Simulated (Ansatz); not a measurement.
```xyz
5

F     0.7753    0.0179   -1.7636
W     0.0334    0.0031   -0.0770
S     1.1218    1.3090    1.1740
S    -1.9535    0.7072   -0.1840
Cl    0.0230   -2.0372    0.8507
```

Total charge 0; spin multiplicity 1. W: def2 effective core potential.

Task: List the r2SCAN/def2-TZVPP orbital energies in eV (the Gaussian-basis code of Ansatz). (Estimate.)

Result: Computed: Occupied: -2754.50, -2409.63, -2409.63, -667.39, -255.88, -214.07, -214.07, -194.38, -194.31, -194.28, -158.08, -158.08, -158.06, -158.06, -158.02, -158.02, -82.19, -45.95, -45.69, -45.55, -31.52, -22.13, -18.34, -17.94, -13.01, -12.15, -12.05, -11.17, -10.17, -9.82, -9.57, -9.03, -8.64, -7.97, -7.92, -6.91. Lowest empty: -4.03, -3.84, -2.92, -2.49, -2.42, -0.03, 2.68, 2.77.
